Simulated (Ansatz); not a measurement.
Basis-set series for ClH₃NOSi (`N[SiH]([O])Cl`) radical. The species carries charge 0 and has multiplicity 2. The geometry is a stationary point of PBE0-D4/def2-TZVP. It is one conformer, not always the lowest.

Z-matrix (Å, degrees):
```
Si
O 1 1.626
Cl 1 2.040 2 112.0
N 1 1.716 2 99.7 3 117.0
H 1 1.475 2 115.9 3 -124.8
H 4 1.010 1 119.4 2 82.5
H 4 1.010 1 119.1 2 -60.3
```

```
functional       basis  functions  energy (Eh)  HOMO (eV)  LUMO (eV)
   PBE0-D4    def2-SVP         79   -880.76146      -8.38      -4.31
   PBE0-D4  def2-QZVPP        344   -881.22728      -8.64      -4.59
   ωB97M-V    def2-SVP         79   -881.08486     -10.61      -2.19
   ωB97M-V  def2-QZVPP        344   -881.55194     -10.90      -2.56
```

Q: Give the rows for def2-TZVPP. (Best estimate.)

A: Ansatz gave: 
| functional | basis | functions | energy (Eh) | HOMO (eV) | LUMO (eV) |
| --- | --- | --- | --- | --- | --- |
| PBE0-D4 | def2-TZVPP | 188 | -881.19572 | -8.59 | -4.53 |
| ωB97M-V | def2-TZVPP | 188 | -881.52223 | -10.85 | -2.49 |

HOMO and LUMO are taken over both spins.
